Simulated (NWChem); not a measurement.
System: C4H3FO; SMILES Fc1ccco1

Output (shortened):

```
             Northwest Computational Chemistry Package (NWChem) 7.3.0
             --------------------------------------------------------

 CS  symmetry detected

                             Geometry "geometry" -> ""
                             -------------------------

 Output coordinates in angstroms (scale by  1.889725989 to convert to a.u.)

  No.       Tag          Charge          X              Y              Z
 ---- ---------------- ---------- -------------- -------------- --------------
    1 F                    9.0000    -0.00507964    -1.98972908     0.00000000
    2 C                    6.0000     0.08114799    -0.66560852     0.00000000
    3 C                    6.0000     1.16423319     0.15011158     0.00000000
    4 C                    6.0000     0.61760754     1.46164591     0.00000000
    5 C                    6.0000    -0.73240250     1.31619691     0.00000000
    6 O                    8.0000    -1.07044444     0.00818624     0.00000000
    7 H                    1.0000     2.19405977    -0.13623717     0.00000000
    8 H                    1.0000     1.16716191     2.37977553     0.00000000
    9 H                    1.0000    -1.53546668     2.02445816     0.00000000

 Effective nuclear repulsion energy (a.u.)     223.8608910415

      Symmetry information
      --------------------

 Group name             Cs
 Group number              2
 Group order               2
 No. of unique centers     9

                                Z-matrix (autoz)
                                --------

 Units are Angstrom for bonds and degrees for angles

      Type          Name      I     J     K     L     M      Value
      ----------- --------  ----- ----- ----- ----- ----- ----------
    1 Stretch                  1     2                       1.32693
    2 Stretch                  2     3                       1.35590
    3 Stretch                  2     6                       1.33423
    4 Stretch                  3     4                       1.42089
    5 Stretch                  3     7                       1.06890
    6 Stretch                  4     5                       1.35782
    7 Stretch                  4     8                       1.07003
    8 Stretch                  5     6                       1.35099
    9 Stretch                  5     9                       1.07077
   10 Bend                     1     2     3               130.71092
   11 Bend                     1     2     6               116.60595
   12 Bend                     2     3     4               104.35948
   13 Bend                     2     3     7               127.47608
   14 Bend                     2     6     5               105.84138
   15 Bend                     3     2     6               112.68313
   16 Bend                     3     4     5               106.47628
   17 Bend                     3     4     8               126.47145
   18 Bend                     4     3     7               128.16443
   19 Bend                     4     5     6               110.63973
   20 Bend                     4     5     9               132.44008
   21 Bend                     5     4     8               127.05227
   22 Bend                     6     5     9               116.92019
   23 Torsion                  1     2     3     4         180.00000
   24 Torsion                  1     2     3     7           0.00000
   25 Torsion                  1     2     6     5         180.00000
   26 Torsion                  2     3     4     5           0.00000
   27 Torsion                  2     3     4     8         180.00000
   28 Torsion                  2     6     5     4           0.00000
   29 Torsion                  2     6     5     9         180.00000
   30 Torsion                  3     2     6     5          -0.00000
   31 Torsion                  3     4     5     6           0.00000
   32 Torsion                  3     4     5     9         180.00000
   33 Torsion                  4     3     2     6           0.00000
   34 Torsion                  5     4     3     7         180.00000
   35 Torsion                  6     2     3     7         180.00000
   36 Torsion                  6     5     4     8         180.00000
   37 Torsion                  7     3     4     8           0.00000
   38 Torsion                  8     4     5     9           0.00000

                           NWChem Geometry Optimization
                           ----------------------------

 maximum gradient threshold         (gmax) =   0.000450
 rms gradient threshold             (grms) =   0.000300
 maximum cartesian step threshold   (xmax) =   0.001800
 rms cartesian step threshold       (xrms) =   0.001200
 fixed trust radius                (trust) =   0.300000
 source of zmatrix                         =   autoz

          -------------------
          Energy Minimization
          -------------------

 Using diagonal initial Hessian
 Scaling for Hessian diagonals: bonds = 1.00  angles = 0.25  torsions = 0.10

          --------
          Step   0

                                 NWChem DFT Module
                                 -----------------

 Summary of "ao basis" -> "ao basis" (spherical)
 ------------------------------------------------------------------------------
       Tag                 Description            Shells   Functions and Types
 ---------------- ------------------------------  ------  ---------------------
 F                          def2-svp                 6       14   3s2p1d
 C                          def2-svp                 6       14   3s2p1d
 O                          def2-svp                 6       14   3s2p1d
 H                          def2-svp                 3        5   2s1p

      Symmetry analysis of basis
      --------------------------

        a'         72
        a"         27

[...]

      ----------------------
      Optimization converged
      ----------------------

  Step       Energy      Delta E   Gmax     Grms     Xrms     Xmax
  ---- ---------------- -------- -------- -------- -------- --------
@    5    -328.66103467 -1.7D-07  0.00002  0.00001  0.00010  0.00022
                                     ok       ok       ok       ok

                                Z-matrix (autoz)
                                --------

 Units are Angstrom for bonds and degrees for angles

[...]

 Rotational Constants
 --------------------
 A=   0.310046 cm-1  (  0.446076 K)
 B=   0.124028 cm-1  (  0.178445 K)
 C=   0.088590 cm-1  (  0.127458 K)

 Temperature                      =   298.15K
 frequency scaling parameter      =   1.0000

 Zero-Point correction to Energy  =   39.578 kcal/mol  (  0.063071 au)
 Thermal correction to Energy     =   42.296 kcal/mol  (  0.067404 au)
 Thermal correction to Enthalpy   =   42.889 kcal/mol  (  0.068347 au)

 Total Entropy                    =   69.285 cal/mol-K
   - Translational                =   39.251 cal/mol-K (mol. weight =  86.0168)
   - Rotational                   =   25.652 cal/mol-K (symmetry #  =        1)
   - Vibrational                  =    4.382 cal/mol-K

 Cv (constant volume heat capacity) =   15.806 cal/mol-K
   - Translational                  =    2.979 cal/mol-K
   - Rotational                     =    2.979 cal/mol-K
   - Vibrational                    =    9.848 cal/mol-K

[normal modes left out]

 ----------------------------------------------------------------------------
 Normal Eigenvalue ||           Projected Infra Red Intensities
  Mode   [cm**-1]  || [atomic units] [(debye/angs)**2] [(KM/mol)] [arbitrary]
 ------ ---------- || -------------- ----------------- ---------- -----------
    1        0.000 ||    0.000000           0.000         0.000       0.000
    2        0.000 ||    0.000116           0.003         0.113       0.054
    3        0.000 ||    0.000029           0.001         0.028       0.014
    4        0.000 ||    0.000551           0.013         0.538       0.258
    5        0.000 ||    0.000279           0.006         0.272       0.130
    6        0.000 ||    0.000395           0.009         0.385       0.185
    7      304.484 ||    0.000496           0.011         0.483       0.232
    8      453.756 ||    0.000308           0.007         0.300       0.144
    9      619.516 ||    0.003674           0.085         3.582       1.717
   10      664.715 ||    0.015354           0.354        14.968       7.173
   11      685.070 ||    0.011964           0.276        11.663       5.590
   12      734.378 ||    0.050442           1.164        49.173      23.566
   13      804.800 ||    0.031851           0.735        31.050      14.881
   14      891.081 ||    0.000014           0.000         0.014       0.007
   15      897.886 ||    0.001110           0.026         1.083       0.519
   16      999.122 ||    0.035351           0.816        34.462      16.516
   17     1021.722 ||    0.021109           0.487        20.578       9.862
   18     1123.360 ||    0.019622           0.453        19.128       9.167
   19     1200.050 ||    0.008227           0.190         8.020       3.844
   20     1258.197 ||    0.006759           0.156         6.589       3.158
   21     1347.964 ||    0.043767           1.010        42.666      20.447
   22     1474.552 ||    0.059704           1.377        58.202      27.893
   23     1594.339 ||    0.050243           1.159        48.980      23.473
   24     1716.145 ||    0.210160           4.849       204.874      98.185
   25     3281.401 ||    0.001090           0.025         1.063       0.509
   26     3305.908 ||    0.004385           0.101         4.275       2.049
   27     3319.927 ||    0.000920           0.021         0.896       0.430
 ----------------------------------------------------------------------------
```

Level: PBE0/def2-SVP. 

Problem. Which NWChem input produces such a log?

Solution. Several could match; the one computed here: the input that was run:
```
start job
memory heap 200 mb stack 700 mb global 900 mb
geometry units angstroms
  F      1.883988    -0.356778     0.035268
  C      0.602089    -0.015164     0.007604
  C      0.012928     1.204892    -0.045552
  C     -1.379853     0.923722    -0.050699
  C     -1.500058    -0.427861    -0.001134
  O     -0.282990    -1.013188     0.034950
  H      0.494298     2.158767    -0.076274
  H     -2.173344     1.640682    -0.086926
  H     -2.351080    -1.077548     0.013510
end
basis spherical
  * library def2-svp
end
dft
  xc pbe0
  iterations 150
end
driver
  maxiter 120
end
task dft optimize
task dft freq
```
